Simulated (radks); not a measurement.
Spherical quantum dot in the effective-mass picture: electrons in a well V = -V0 / (1 + exp((r - R)/a)) with V0 = 6.36, R = 8.35, a = 0.48, with a point charge +1 (a donor) at the centre, all in effective atomic units (hartree* = m*/eps^2 hartree, bohr* = eps/m* bohr), one dielectric constant everywhere. Calculated with a radial shooting solver with Libxc functionals: non-relativistic Kohn-Sham, LDA (Slater exchange, Perdew-Wang correlation), spin-polarised, spherical densities. Levels are named by radial order and angular momentum (1s, 1p, 1d, 2s, ...), and open shells are averaged over m. Results are scaled to m* = 0.045 and eps = 6.4, for which hartree* = 29.9 meV and bohr* = 7.526 nm.

N = 6, configuration 1s2 1p(up 3, down 1). This is the lowest configuration that the search found. Occupied and some empty levels:

| level | occupation | eigenvalue (meV) | <r> (nm) |
|---|---|---|---|
| 1s up | 1 | -165.72 | 24.05 |
| 1s down | 1 | -165.52 | 20.71 |
| 1p up | 3 | -162.72 | 37.34 |
| 1p down | 1 | -161.99 | 37.32 |
| 2s up | 0 | -161.54 | 27.29 |
| 2s down | 0 | -161.32 | 30.08 |
| 1d up | 0 | -159.98 | 39.68 |
| 1d down | 0 | -159.24 | 39.78 |
| 1f up | 0 | -156.47 | 41.40 |
| 1f down | 0 | -155.75 | 41.53 |

Energy (meV): total -1083.87, kinetic 30.087, external -1195.0, Hartree 111.74, exchange-correlation -30.656.

Electron density:

| r (nm) | n(r) (e/nm^3) |
|---|---|
| 1.39 | 0.0004069 |
| 6.62 | 0.0001103 |
| 11.9 | 0.00003779 |
| 17.1 | 0.00001874 |
| 22.3 | 0.00001405 |
| 27.6 | 0.00001348 |
| 32.8 | 0.00001334 |
| 38.0 | 0.00001166 |
| 43.3 | 7.932e-06 |
| 48.5 | 3.626e-06 |
| 53.7 | 8.938e-07 |
| 59.0 | 8.593e-08 |
| 64.2 | 2.543e-09 |
| 69.4 | 3.093e-11 |
